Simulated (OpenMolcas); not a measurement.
## Levels of neutral lanthanum by method

* Program: OpenMolcas 26.06
* Basis: ANO-R1 [7s5p4d1f]
* Scalar Hamiltonian: X2C, finite nucleus
* Active space: 3 electrons in 6 orbitals (5d 6s)
* State averaging: 2S+1 = 4 even, 20 roots; 2S+1 = 2 even, 65 roots
* Spin-orbit coupling: state interaction with AMFI integrals over the reference wave functions, term energies averaged over their components

Methods on the same reference wave functions:
A. CASSCF
B. SS-CASPT2, IPEA 0.25 Eh, imaginary shift 0.1 Eh (closed shells correlated: 5s 5p)
C. MS-CASPT2, IPEA 0.25 Eh, imaginary shift 0.1 Eh (closed shells correlated: 5s 5p)

Energies in eV above 5d 6s² ²D_3/2, the measured ground level; measured values from NIST Handbook of Basic Atomic Spectroscopic Data.

| Level | A | B | C | Measured |
| --- | --- | --- | --- | --- |
| 5d 6s² ²D_3/2 [59 %] | 0.0000 | 0.0000 | 0.0000 | 0.0000 |
| 5d² 6s ⁴F_5/2 | 0.0742 | 0.338 | 0.393 | 0.3732 |
| 5d² 6s ⁴F_3/2 [59 %] | 0.0804 | 0.296 | 0.350 | 0.3308 |
| 5d 6s² ²D_5/2 | 0.1435 | 0.0956 | 0.1120 | 0.1306 |
| 5d² 6s ⁴F_7/2 | 0.1518 | 0.396 | 0.454 | 0.4333 |
| 5d² 6s ⁴F_9/2 | 0.2295 | 0.474 | 0.531 | 0.5110 |
| 5d² 6s ⁴P_1/2 | 0.8917 | 0.979 | 1.037 | 0.8966 |
| 5d² 6s ⁴P_3/2 | 0.9212 | 1.009 | 1.067 | 0.9287 |
| 5d² 6s ⁴P_5/2 | 0.9603 | 1.043 | 1.097 |  |
| 5d² 6s ²F_5/2 | 1.0944 | 1.136 | 1.187 |  |
| 5d² 6s ²P_1/2 | 1.1933 | 1.264 | 1.306 | 1.1213 |
| 5d² 6s ²F_7/2 | 1.2022 | 1.249 | 1.302 | 0.9983 |
| 5d² 6s ²G_7/2 | 1.3949 | 1.496 | 1.546 | 1.2350 |
| 5d² 6s ²G_9/2 | 1.3981 | 1.501 | 1.546 | 1.2299 |
| 5d² 6s ²D_5/2 | 1.4631 | 1.334 | 1.433 | 1.1386 |
| 5d³ ⁴F_3/2 | 1.5748 | 1.808 | 1.865 | 1.5412 |
| 5d³ ⁴F_5/2 | 1.6199 | 1.855 | 1.912 | 1.5854 |
| 5d³ ⁴F_7/2 | 1.6815 | 1.918 | 1.975 | 1.6413 |
| 5d³ ⁴F_9/2 | 1.7567 | 1.992 | 2.048 | 1.7044 |
| 5d³ ⁴P_1/2 | 2.4242 | 2.509 | 2.566 | 2.0603 |
| 5d³ ⁴P_3/2 | 2.4483 | 2.532 | 2.588 | 2.0749 |
| 5d³ ⁴P_5/2 | 2.4926 | 2.578 | 2.635 | 2.1201 |
| 5d³ ²G_9/2 [52 %] | 2.6631 | 2.775 | 2.840 |  |
| 5d³ ²G_7/2 | 2.6725 | 2.757 | 2.823 | 2.1106 |

Deviations, from unrounded energies. A percentage is the sum of absolute deviations over the sum of measured energies, with the sign that they share, or ± where signs differ.

| Against measurement | Levels | A | B | C |
| --- | --- | --- | --- | --- |
| mean absolute deviation (cm-1) | 20 | 1600 | 1800 | 2200 |
| fine structure of the ground term (%) | 1 | +9.9 | -26.7 | -14.3 |
| other configurations (%) | 19 | ±16.2 | ±18.9 | +22.2 |

A lies closest to measurement on these levels and C furthest from it. The largest miss of A in the table is 5d³ ²G_7/2, by +4500 cm-1. The ranking rests on the paired levels alone, and a cruder setting can come out closer through cancelling errors.

Between B and C the level of the table that moves most is 5d² 6s ²D_5/2, by 800 cm-1 (lowest in B, highest in C). Moves below CASPT2's spread within the term are not significant.

The mean deviations of B to C differ by less than CASPT2's widest spread within a term (600 cm-1), so their order carries little weight.

The lowest spin-free term lies below A's lowest term by 0.190 hartree in B, 0.192 hartree in C.

CASPT2 does not keep the components of a term degenerate, so their means are used; among the terms shown or strongly mixed into the levels shown the widest spread is 600 cm-1 (5d³ ⁴F, C). Configurations are named by rounded mean occupations; where the s occupation lies near a half they are strongly mixed, a name can repeat and a true partner stay unpaired. A single d shell beside an s shell can misplace configurations of different d count against each other. Without dynamic correlation excited terms often stand tens of per cent too high (terms of higher spin than the ground term too low), and those without a measured partner can miss by more than the paired ones (holds for A). Some levels mix across a computed gap that differs much from the measured one, so their mixing is not that of the real levels (holds for A). Measured partners are found by configuration, term and J. A level has none where our copy of the source lacks it or the pairing is in doubt (some pairs that miss far off the trend of their configuration count as doubtful), and it then counts in no deviation. Only configurations of the active space appear. The table leaves out levels that lie high or whose names do not pair safely across all columns.

A share in square brackets marks a mixed level and gives the weight of the term that names it, the lowest over the columns.
